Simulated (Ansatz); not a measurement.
`C[Si](F)(F)[S]`, charge 0, multiplicity 2.

**Question.** Give a relaxed structure at PBE0-D4/def2-TZVP (Ansatz 0.2.0). (Estimate.)

**Answer.** Ansatz gave: 
```xyz
8

C     0.261   -0.881   -0.421
Si   -0.180    0.763    0.281
F     1.115    1.662    0.467
F    -1.093    1.581   -0.730
S    -1.173    0.516    2.129
H     0.773   -0.732   -1.376
H     0.929   -1.426    0.248
H    -0.631   -1.484   -0.598
```
Point group Cs.
